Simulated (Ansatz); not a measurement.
Consider the ligand exchange at the Hf–O bond: `[OH][Hf]([OH])([OH])[SH]` + HCl → `[OH][Hf]([OH])([SH])[Cl]` + H₂O.

Isolated molecules relaxed with PBE0-D4/def2-TZVP in Ansatz; ΔE leaves out vibrations. CCSD(T)/CBS adds triple-zeta CCSD(T) − MP2 to the extrapolated MP2 energy (def2 sets, frozen cores). This one scheme is used for every species. Functionals use def2-TZVPP. Elements past krypton have def2 core potentials. For Hf outer-core shells are correlated without core-valence functions, which leaves a few kJ/mol of doubt a bond. Each species was taken in one conformer, which may not be the lowest.

```tsv
level	ΔE (kcal/mol)	difference from CCSD(T)/CBS
BLYP-D4	-8.2	1.8
r2SCAN-D4	-9.8	0.2
B97M-V	-10.3	-0.3
PBE0-D4	-10.5	-0.5
r2SCANh-D4	-10.1	-0.1
ωB97X-V	-8.7	1.3
B2PLYP	-8.9	1.1
PBE-QIDH	-10.5	-0.5
r2SCAN	-9.8	0.2
r2SCAN0	-10.4	-0.4
LC-ωPBE	-8.0	2.0
MP2/def2-SVP	-7.0	3.0
CCSD(T)/def2-SVP	-6.8	3.2
MP2/def2-QZVPP	-10.4	-0.4
SCS-MP2/def2-QZVPP	-9.6	0.4
CCSD/CBS(def2)	-9.6	0.4
CCSD(T)/CBS	-10.0	0
```

Question: What do rigid-rotor, harmonic-oscillator terms from PBE0-D4/def2-TZVP frequencies (298.15 K, 1 bar) make of the CCSD(T)/CBS value? (Best estimate.)

Answer: Computed: ΔZPE = +2.5 kcal/mol, ΔH = -7.8 kcal/mol, ΔS = -10 J/(mol·K), ΔG = -7.1 kcal/mol.

Largest T1 diagnostic among the species: 0.015.

From PBE to PBE0 (25 % exact exchange), in def2-TZVPP and without D4, ΔE moves by −0.9 kcal/mol. At CCSD(T), def2-SVP lies +3.2 kcal/mol from the extrapolated value and def2-TZVPP +0.8 kcal/mol.
